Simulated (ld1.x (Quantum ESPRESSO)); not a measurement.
**An all-electron radial function and its pseudo partner (phosphorus (P))**

Columns: radius, all-electron u(r) and pseudo u(r) of the 3p shell (level -5.60 eV) of phosphorus in the configuration [Ne] 3s2 3p3; LDA (PZ), scalar-relativistic, TM scheme, ld1.x (Quantum ESPRESSO) 7.5.

```tsv
r (bohr)	all-electron	pseudo
0.068	0.0772	-0.0041
0.135	0.1897	-0.0159
0.202	0.2682	-0.0345
0.270	0.3002	-0.0592
0.338	0.2906	-0.0882
0.405	0.2510	-0.1191
0.473	0.1902	-0.1514
0.540	0.1182	-0.1831
0.608	0.0388	-0.2144
0.675	-0.0412	-0.2445
0.742	-0.1198	-0.2744
0.810	-0.1960	-0.3057
0.878	-0.2673	-0.3387
0.945	-0.3319	-0.3739
1.013	-0.3912	-0.4123
1.080	-0.4434	-0.4520
1.148	-0.4902	-0.4926
1.215	-0.5302	-0.5306
1.283	-0.5650	-0.5650
1.350	-0.5939	-0.5939
1.418	-0.6181	-0.6181
1.485	-0.6372	-0.6372
1.553	-0.6523	-0.6523
1.620	-0.6632	-0.6632
1.688	-0.6707	-0.6707
1.755	-0.6750	-0.6750
```

(1) How many radial nodes do the two functions have?

(2) At about which radius was the pseudo-wave matched?

(3) Is the pseudo-wave norm-conserving?

Results:

(1) The all-electron 3p function has n − l − 1 = 1; the pseudo-wave has 0, since the states of the same l below it are removed with the core.

(2) 1.35 bohr. The columns agree to 0.0005 from 1.22 bohr on; several derivatives are matched, so the curves merge somewhat inside the radius.

(3) Yes: the TM scheme keeps the norm inside the radius equal to the all-electron one, which fixes the energy derivative of the logarithmic derivative at the level.
